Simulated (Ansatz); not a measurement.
Geometry optimisation, RKS PBE0-D4/def2-SVP in Ansatz 0.2.0.

Input:

```yaml
crystal:
  periodic: [false, false, false]
  atoms:
    - { symbol: Ge, position_ang: [-0.451511, 0.0, -0.451679] }
    - { symbol: Cl, position_ang: [0.278936, 9.0e-06, 2.913745] }
    - { symbol: H, position_ang: [0.75686, -2.0e-06, 0.469948] }
    - { symbol: H, position_ang: [-0.510449, 1.266133, -1.322956] }
    - { symbol: H, position_ang: [-0.510453, -1.266133, -1.322955] }
    - { symbol: Br, position_ang: [-2.531696, 2.0e-06, 0.705448] }
    - { symbol: H, position_ang: [-1.047987, -9.0e-06, 3.016748] }
basis:
  gaussian: { orbitals: def2-SVP }
hamiltonian:
  xc: pbe0
  dispersion: d4
relax:
  f_tol: 0.03
  max_steps: 50
output:
  orbitals: {}
```

Run as:

```bash
$ ansatz run input.yaml --threads 2 --pin off --max-ram 3072MiB --backend cpu --events-out ev --progress --plain --runs-dir out
```

Problem. Where does it end, and by what steps?

Solution. The run converged. After 9 steps the energy has fallen by 0.250 eV; Cl2 moved furthest, 0.53 Å.

| step | energy less start (eV) | largest force component (eV/Å) | accepted |
| --- | --- | --- | --- |
| 0 | 0.0000 | 1.171 | yes |
| 1 | -0.1535 | 1.036 | yes |
| 2 | -0.1419 | 1.915 | no |
| 3 | -0.1787 | 1.247 | yes |
| 4 | -0.2197 | 0.592 | yes |
| 5 | -0.2434 | 0.050 | yes |
| 6 | -0.2477 | 0.118 | yes |
| 7 | -0.2482 | 0.204 | yes |
| 8 | -0.2495 | 0.045 | yes |
| 9 | -0.2500 | 0.019 | yes |

```xyz
7
Properties=species:S:1:pos:R:3
Ge -0.492 0.000 -0.550
Cl 0.212 0.000 3.435
H 0.676 0.000 0.437
H -0.548 1.270 -1.407
H -0.548 -1.270 -1.407
Br -2.429 0.000 0.749
H -0.888 0.000 2.750
```

Whether the end is a true minimum wasn't checked by a vibrational analysis.

Time of the run: 31 s on 2 threads of Arm Neoverse V1, on a shared host, peak memory 0.25 GiB.
